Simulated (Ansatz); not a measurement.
C$_{2}$H$_{4}$GeS (`C1=[CH][GeH2][S]1`) at its PBE0-D4/def2-TZVP geometry, where that method's forces vanish. Charge 0, multiplicity 1.

```xyz
8

C    -0.6723   -1.0459   -0.3821
C    -0.3727   -0.4312    0.7692
Ge    0.6733    0.9872   -0.0150
S     0.0198   -0.2443   -1.8053
H    -1.2697   -1.9442   -0.5170
H    -0.6815   -0.7349    1.7602
H     0.1094    2.4158   -0.0124
H     2.1937    0.9974    0.2024
```

(1) What forces (eV/Å) does r2SCAN-D4/def2-TZVPP give on these atoms in the Gaussian-basis code of Ansatz? (Estimate.)

Results:

(1) The calculation gave: 
```
C1  -0.075 -0.125 -0.101
C2   0.043  0.105  0.271
Ge3  0.048  0.083  0.083
S4   0.015 -0.009 -0.201
H5   0.000 -0.003 -0.023
H6  -0.003 -0.005 -0.006
H7   0.020 -0.047 -0.007
H8  -0.049  0.001 -0.015
```
